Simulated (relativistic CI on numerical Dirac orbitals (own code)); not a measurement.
**Sm⁹⁺: q coefficients and field-shift factors**

Computed by Dirac-Coulomb-Breit CI, separate exchange-only KLI orbitals for each configuration, derivatives by finite differences, unscaled Slater integrals, QED left out (own radial code, finite nucleus).

CI space (outside the closed core [Kr] 4d10 5s2): 4f⁴5p, 4f²5p²6s. The list is cut by size and lacks configurations that can hold low levels.

With x = (α/α₀)² − 1 an excitation energy changes as ω = ω₀ + qx; K = 2q/ω₀ is the relative enhancement. Terms are leading LS components, so labels can repeat. The field-shift factor is F = δν/δ⟨r²⟩ for the transition from the lowest level.

Lowest level 4f⁴5p ⁶K°9/2.

```tsv
Level	ω₀ (cm⁻¹)	q (cm⁻¹)	K	F (GHz/fm²)
4f⁴5p ⁶K°11/2	3025.0	2289	1.51	0.0674
4f⁴5p ⁶K°13/2	6397.0	4397	1.37	0.134
4f⁴5p ⁴H°7/2	8006.0	1643	0.41	-0.131
4f⁴5p ⁴H°9/2	9769.9	3369	0.69	-0.0807
4f⁴5p ⁶K°15/2	10208.6	6319	1.24	0.19
4f⁴5p ⁶H°11/2	11995.4	5891	0.982	-0.0413
4f⁴5p ⁶H°13/2	14325.9	8410	1.17	-0.00122
4f⁴5p ⁴K°17/2	15181.0	7989	1.05	0.179
4f⁴5p ⁶H°15/2	16424.0	10380	1.26	0.0586
4f⁴5p ⁶G°3/2	20038.6	614.6	0.0613	0.328
4f⁴5p ⁶G°5/2	21544.7	1828	0.17	0.307
4f⁴5p ⁶G°7/2	23643.6	3903	0.33	0.317
4f⁴5p ⁶P°3/2	24182.2	3864	0.32	0.357
4f⁴5p ⁴L°13/2	25691.2	2117	0.165	0.359
4f⁴5p ⁶F°9/2	25857.8	4516	0.349	0.293
4f⁴5p ⁶F°5/2	26335.1	3514	0.267	0.136
4f⁴5p ⁶F°3/2	26589.5	5205	0.392	0.0578
4f⁴5p ⁶H°5/2	26720.1	6047	0.453	-0.0563
4f⁴5p ⁶F°1/2	26827.4	6547	0.488	-0.0182
4f⁴5p ⁶H°7/2	27582.7	6631	0.481	-0.05
4f⁴5p ⁴I°9/2	27888.7	3630	0.26	0.188
4f⁴5p ⁴L°15/2	28122.9	2881	0.205	0.356
4f⁴5p ⁴F°7/2	28269.6	5573	0.394	0.179
```

At this charge energies of transitions that change n are usually good to better than 1 %, and those within a shell (Δn = 0) to a few per cent. Terms inside the open d or f shell come out 10 to 20 % too wide with unscaled integrals. Levels and lines within the n = 5 or 6 shells can be off by up to 10 % or somewhat more, and those that change n by about 2 %, since core polarisation is missing.
